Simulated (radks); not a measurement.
Q: Ionisation of the rubidium ion Rb31+, [He] 2s2 2p2, to [He] 2s2 2p1 as the strength of local exchange is varied. Calculated with a radial shooting solver on a logarithmic mesh with Libxc functionals: Dirac Kohn-Sham, Slater X-alpha exchange (alpha = 2/3 is LDA exchange), no correlation, spin-unpolarised, spherical densities, point nucleus; open shells fill j = l - 1/2 first.

| alpha | E(Rb31+) (hartree) | exchange (hartree) | IE (eV) | -e of the level emptied (eV) | <r> of it (bohr) |
|---|---|---|---|---|---|
| 0.632 | -1967.45392 | -33.95109 | 3815.1 | 3733.9 (2p1/2) | 0.1420 |
| 0.667 | -1969.33468 | -35.85254 | 3821.8 | 3740.8 (2p1/2) | 0.1419 |
| 0.705 | -1971.37791 | -37.91949 | 3829.0 | 3748.2 (2p1/2) | 0.1417 |
| 0.773 | -1975.03750 | -41.62482 | 3842.0 | 3761.6 (2p1/2) | 0.1415 |
| 0.848 | -1979.07869 | -45.72135 | 3856.3 | 3776.3 (2p1/2) | 0.1412 |
| ? | -1970.57121 | -37.10327 | 3826.2 | 3745.3 (2p1/2) | 0.1418 |

Which alpha was used in the last row?

A: alpha = 0.69. NIST Atomic Spectra Database: 3815 eV (semi-empirical). The central value is not met in this range of alpha. Spin polarisation and multiplet splitting are left out, so open shells lie too high by an amount that depends on their filling.

Beside tabulated values, note that spin-unpolarised runs miss the spin-polarisation part of the exchange energy of open shells.
